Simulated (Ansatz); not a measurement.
```xyz
18

C    -0.2934    1.6869    0.0942
C    -0.0571    0.2184    0.0061
N    -0.2354   -0.6315    1.0077
C    -0.6902   -0.2466    2.3118
Al    0.3605   -2.0850   -0.1157
N     0.3814   -0.4094   -1.0759
C     0.6801    0.2452   -2.3162
H    -1.0866    1.9139    0.8060
H    -0.5528    2.1025   -0.8789
H     0.6183    2.1836    0.4395
H    -1.7094    0.1595    2.2992
H    -0.7014   -1.1250    2.9570
H    -0.0368    0.4969    2.7835
H     1.8068   -2.6481    0.2512
H    -0.7873   -3.0964   -0.5645
H     1.0650   -0.4911   -3.0216
H     1.4438    1.0244   -2.2083
H    -0.2057    0.7017   -2.7752
```

Charge 0, multiplicity 1.

Q: List the ωB97M-V/def2-TZVPP orbital energies in eV (Ansatz). (An estimate is asked.)

A: Ansatz gave: Occupied: -1530.83, -394.43, -394.42, -284.04, -282.28, -282.28, -282.09, -115.41, -75.01, -74.96, -74.89, -30.06, -27.27, -24.00, -23.27, -21.18, -17.74, -16.81, -16.62, -16.04, -14.74, -14.55, -14.30, -14.05, -13.76, -12.86, -12.26, -11.70, -10.32, -9.48, -8.59. Lowest empty: 1.94, 1.94, 2.14, 2.96, 3.19, 3.61, 3.85, 4.13.
